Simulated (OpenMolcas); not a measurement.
# Pt2+: ligand-field states by method

Pt2+ with its 6 nearest fluoride ions at 2.076 Å, on the Li site of LiF (a = 4.028 Å, distance in the model lattice 2.014 Å). The rest of the host is ab initio model potentials to 7.6 Å and point charges beyond; the distance is set by hand and nothing relaxes, and no local charge compensation is placed. Ligand basis ANO-RCC-VDZP.

| Property | Result |
| --- | --- |
| Program | OpenMolcas |
| Basis | ANO-RCC-VDZP [7s6p4d2f] |
| Scalar Hamiltonian | DKH2, point nucleus |
| Active space | 8 electrons in 5 orbitals (5d) |
| State averaging | 2S+1 = 3 even, 10 roots; 2S+1 = 1 even, 15 roots |
| Spin-orbit coupling | state interaction with AMFI integrals over the reference wave functions |

I. CASSCF
II. SS-CASPT2, IPEA 0.25 Eh, imaginary shift 0.1 Eh (closed shells correlated: 5s 5p and the ligand valence shells)

Spin-free states (labels of O, the rotations of Oh) in cm-1, each column counted from its own energy of the first state listed:

```csv
State,Degeneracy,I,II
3A2,1,0,0
1E,2,12288,8400
1A1,1,22536,17610
3T2,3,23482,26060
3T1,3,31529,32790
1T2,3,35033,34510
1T1,3,38534,37920
3T1,3,50261,54430
1E,2,60114,62660
1T2,3,60199,62760
1A1,1,78176,76530
```

From I to II, I's first state of the same spin (3T2) moves from 23482 to 26060 cm-1, by about +2600 cm-1.

From I to II, I's first state of another spin (1E) moves from 12288 to 8400 cm-1, by about -3900 cm-1.

I: A least-squares ligand-field fit to the states below 45000 cm-1, each weighted by its degeneracy and with a free common offset, gives 10Dq = 23017 cm-1, B = 792 cm-1 and C = 2884 cm-1 (C/B = 3.64), with an rms deviation of 134 cm-1. The same method and metal basis give the free ion B = 847 cm-1 (fit to its terms below 60000 cm-1, rms deviation 6 cm-1), so the nephelauxetic ratio is β = 792 / 847 = 0.94; it hangs on how both fits weigh the states, and computed free-ion B values tend to be too large, so β mixes covalency with correlation.

II: A least-squares ligand-field fit to the states below 45000 cm-1, each weighted by its degeneracy and with a free common offset, gives 10Dq = 26091 cm-1, B = 655 cm-1 and C = 1975 cm-1 (C/B = 3.02), with an rms deviation of 320 cm-1. The same method and metal basis give the free ion B = 789 cm-1 (fit to its terms below 60000 cm-1, rms deviation 485 cm-1), so the nephelauxetic ratio is β = 655 / 789 = 0.83; it hangs on how both fits weigh the states, and computed free-ion B values tend to be too large, so β mixes covalency with correlation.

From I to II, 10Dq changes by +13 %, B by -17 % and C by -32 %.

χT at 300 K: I 1.52, II 1.48 cm3 K/mol.

The states above are spin-free; spin-orbit coupling is strong here and shifts and splits them by thousands of cm-1.

Roots that are degenerate in the reference are averaged as groups; the widest CASPT2 spread within a group is 200 cm-1 (the 3-fold group of multiplicity 1 near 34500 cm-1 above the lowest state of its run, II). Shifts and gaps below about the spread of the groups concerned are not significant. Over all roots computed the reference weight is 0.73 to 0.74 in II; a low but even weight reflects the number of correlated electrons. Real 4d8 and 5d8 ions are as a rule square planar and diamagnetic. The least metal-like active orbital is 82 % on the metal (Löwdin) and no ligand orbital is active, so the numbers are rough. Ligand-to-metal charge-transfer states are missing. With no ligand orbital active B as a rule stays too high, so bands that hang on it stand too high and its fall with covalency is understated. Without dynamic correlation the repulsion within the d shell is too large (B by tens of per cent), so at a given field states of lower spin stand too high (holds for I). With metal d orbitals alone the field can be off either way by tens of per cent (holds for I). With one d shell and no ligand orbital active, 10Dq can be off by a tenth or more (holds for II). No measured value stands beside these numbers; the geometry was set by hand and not optimised.
